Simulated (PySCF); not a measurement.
First SCF of a structure search on quartet RuCl₃, at a hand-made trigonal pyramidal geometry. PySCF input:

```python
from pyscf import gto, scf, dft
mol = gto.M(atom='''
Ru     0.000000     0.000000     0.000000
Cl     1.977800     0.000000     1.051600
Cl    -0.988900     1.712800     1.051600
Cl    -0.988900    -1.712800     1.051600''',
    basis={'Ru': 'def2-TZVP', 'Cl': 'def2-TZVP'},
    ecp={'Ru': 'def2-TZVP'},
    charge=0, spin=3)
mf = dft.UKS(mol, xc='PBE0')
mf.grids.atom_grid = (50, 194)
aux = {'Ru': 'def2-universal-JKFIT', 'Cl': 'def2-universal-JKFIT'}
mf = mf.density_fit(auxbasis=aux)
mf.conv_tol = 1e-08
mf.diis_space = 10
mf.max_cycle = 60
mf.init_guess = 'minao'
mf.verbose = 4
mf.kernel()
```

Excerpt of the output (cycles alone):

```
init E= -1467.30136356998
cycle= 1 E= -1474.2359156342  delta_E= -6.93  |g|= 1.43  |ddm|= 3.05
cycle= 2 E= -1464.96099912677  delta_E= 9.27  |g|= 3.13  |ddm|= 7.98
cycle= 3 E= -1474.18214501535  delta_E= -9.22  |g|=  1.4  |ddm|= 7.98
cycle= 4 E= -1474.47672696247  delta_E= -0.295  |g|= 1.16  |ddm|= 0.423
cycle= 5 E= -1474.31009102947  delta_E= 0.167  |g|= 1.23  |ddm|= 1.03
cycle= 6 E= -1475.08944468165  delta_E= -0.779  |g|= 0.227  |ddm|= 0.946
cycle= 7 E= -1475.11684374594  delta_E= -0.0274  |g|= 0.0749  |ddm|= 0.208
cycle= 8 E= -1475.12011897457  delta_E= -0.00328  |g|= 0.0282  |ddm|= 0.076
cycle= 9 E= -1475.12106448637  delta_E= -0.000946  |g|= 0.0102  |ddm|= 0.0441
cycle= 10 E= -1475.12149838114  delta_E= -0.000434  |g|= 0.00784  |ddm|= 0.0412
cycle= 11 E= -1475.12179644426  delta_E= -0.000298  |g|= 0.00483  |ddm|= 0.037
cycle= 12 E= -1475.12203307344  delta_E= -0.000237  |g|= 0.004  |ddm|= 0.0367
cycle= 13 E= -1475.12218973366  delta_E= -0.000157  |g|= 0.00314  |ddm|= 0.0275
cycle= 14 E= -1475.12254338236  delta_E= -0.000354  |g|= 0.00259  |ddm|= 0.0858
cycle= 15 E= -1475.12260959221  delta_E= -6.62e-05  |g|= 0.00176  |ddm|= 0.0238
cycle= 16 E= -1475.1226804631  delta_E= -7.09e-05  |g|= 0.00122  |ddm|= 0.0357
cycle= 17 E= -1475.12271468684  delta_E= -3.42e-05  |g|= 0.00162  |ddm|= 0.0427
cycle= 18 E= -1475.12271796935  delta_E= -3.28e-06  |g|= 0.000247  |ddm|= 0.00426
cycle= 19 E= -1475.12271921727  delta_E= -1.25e-06  |g|= 0.00035  |ddm|= 0.00873
cycle= 20 E= -1475.12271935243  delta_E= -1.35e-07  |g|= 0.000137  |ddm|= 0.000854
cycle= 21 E= -1475.12271939546  delta_E= -4.3e-08  |g|= 6.01e-05  |ddm|= 0.000589
cycle= 22 E= -1475.12271939951  delta_E= -4.04e-09  |g|= 2.17e-05  |ddm|= 0.000496
Extra cycle  E= -1475.12271939986  delta_E= -3.52e-10  |g|= 4.05e-05  |ddm|= 6.48e-05
converged SCF energy = -1475.12271939986  <S^2> = 3.7802077  2S+1 = 4.0150754
```

No lower solution of this spin was found from smeared starts or by a stability analysis within the unrestricted form.

Open d and f shells are described by one determinant, and the ground state may have another occupation or spin.

The search for the lowest solution, 3 starts and the stability check together, took 18 s on 8 threads of a shared Arm Neoverse V2 host, with 151 basis functions.
